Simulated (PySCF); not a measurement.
# Ag²⁺ (silver, charge +2) across methods

[Kr] 4d9, 2D determinant. Calculation: PySCF 2.14, in x2c-TZVPPall (8s6p6d2f1g, 79 functions); the spin-free X2C one-electron Hamiltonian (Gaussian nucleus).

```tsv
method	E (hartree)	mean ε 4p β (eV)	mean ε 4d α (eV)	mean ε 4d β (eV)	Σ⟨r²⟩ (bohr²)	⟨S²⟩
LDA	-5308.77	-80.696	-29.498	-28.744	30.09	0.750
wB97X-V	-5314.04	-86.862	-33.832	-33.081	29.87	0.751
PBE0	-5313.98	-84.645	-31.375	-30.533	29.85	0.751
B97-3	-5313.99	-84.879	-31.401	-30.626	29.81	0.751
PBE	-5313.89	-80.514	-29.273	-28.509	30.04	0.751
MN15	-5317.80	-84.187	-32.141	-31.455	29.81	0.751
UHF	-5311.85419	-95.794	-36.661	-35.534	29.64	0.753
r2SCAN	-5314.31	-82.040	-29.606	-28.730	29.82	0.752
M06-2X	-5314.76	-88.336	-33.586	-32.747	29.83	0.751
```
